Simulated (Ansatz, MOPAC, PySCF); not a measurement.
Bond stretch in AsH, triplet.

- UMP2/6-31G* = unrestricted MP2 (frozen core)/6-31G*, spherical d run with PySCF
- PM3, unrestricted, heats of formation (MOPAC)
- UHF/6-31G* = unrestricted Hartree-Fock/6-31G*, spherical d (PySCF)
- FCI = full CI/def2-TZVP, cores with 3d frozen (Ansatz, an electronic-structure program)

Energies relative to the lowest point of each curve near equilibrium, in eV; the last columns give the difference from FCI:

| R / Å | UMP2/6-31G* | PM3 | UHF/6-31G* | FCI | UMP2/6-31G* − FCI | PM3 − FCI | UHF/6-31G* − FCI |
|---|---|---|---|---|---|---|---|
| 1.17 | 2.189 | 1.185 | 2.140 | 2.154 | 0.035 | -0.969 | -0.014 |
| 1.21 | 1.614 | 0.908 | 1.566 | 1.587 | 0.026 | -0.679 | -0.022 |
| 1.31 | 0.649 | 0.402 | 0.609 | 0.640 | 0.009 | -0.238 | -0.031 |
| 1.36 | 0.360 | 0.231 | 0.327 | 0.357 | 0.004 | -0.126 | -0.030 |
| 1.44 | 0.093 | 0.056 | 0.073 | 0.094 | -0.001 | -0.038 | -0.020 |
| 1.46 | 0.056 | 0.031 | 0.041 | 0.057 | -0.001 | -0.026 | -0.017 |
| 1.53 | 0.000 | 0.000 | 0.000 | 0.000 | 0.000 | 0.000 | 0.000 |
| 1.59 | 0.025 | 0.043 | 0.040 | 0.021 | 0.004 | 0.022 | 0.019 |
| 1.62 | 0.057 | 0.087 | 0.079 | 0.050 | 0.006 | 0.037 | 0.029 |
| 1.66 | 0.115 | 0.168 | 0.149 | 0.105 | 0.011 | 0.064 | 0.044 |
| 1.74 | 0.276 | 0.394 | 0.332 | 0.255 | 0.022 | 0.140 | 0.078 |
| 1.92 | 0.783 | 1.084 | 0.844 | 0.703 | 0.080 | 0.381 | 0.141 |
| 2.08 | 1.287 | 1.673 | 1.221 | 1.135 | 0.152 | 0.538 | 0.086 |
| 2.31 | 1.731 | 2.262 | 1.524 | 1.694 | 0.038 | 0.568 | -0.169 |
| 2.53 | 1.933 | 2.635 | 1.663 | 2.098 | -0.164 | 0.537 | -0.434 |
| 2.74 | 2.029 | 2.873 | 1.730 | 2.355 | -0.326 | 0.518 | -0.625 |
| 3.07 | 2.096 | 3.078 | 1.777 | 2.574 | -0.478 | 0.504 | -0.796 |
| 3.38 | 2.121 | 3.154 | 1.795 | 2.655 | -0.534 | 0.499 | -0.860 |
| 3.79 | 2.134 | 3.183 | 1.804 | 2.694 | -0.559 | 0.490 | -0.890 |
| 4.12 | 2.138 | 3.187 | 1.807 | 2.704 | -0.566 | 0.483 | -0.898 |
| 4.59 | 2.141 | 3.187 | 1.809 | 2.709 | -0.568 | 0.478 | -0.901 |
| 5.33 | 2.143 | 3.186 | 1.810 | 2.711 | -0.568 | 0.475 | -0.901 |
| 6.16 | 2.143 | 3.108 | 1.810 | 2.712 | -0.568 | 0.397 | -0.902 |

UMP2/6-31G* is furthest from FCI at 6.16 (-0.568 eV, below); its mean absolute difference over the points is 0.205 eV.

PM3 is furthest from FCI at 1.17 (-0.969 eV, below); its mean absolute difference over the points is 0.357 eV.

UHF/6-31G* is furthest from FCI at 6.16 (-0.902 eV, below); its mean absolute difference over the points is 0.344 eV.

The unrestricted determinant behind UMP2/6-31G*, UHF/6-31G* is spin-contaminated at 1.92 to 6.16 Å (<S²> up to 3.0, against 2.00 for a pure triplet).
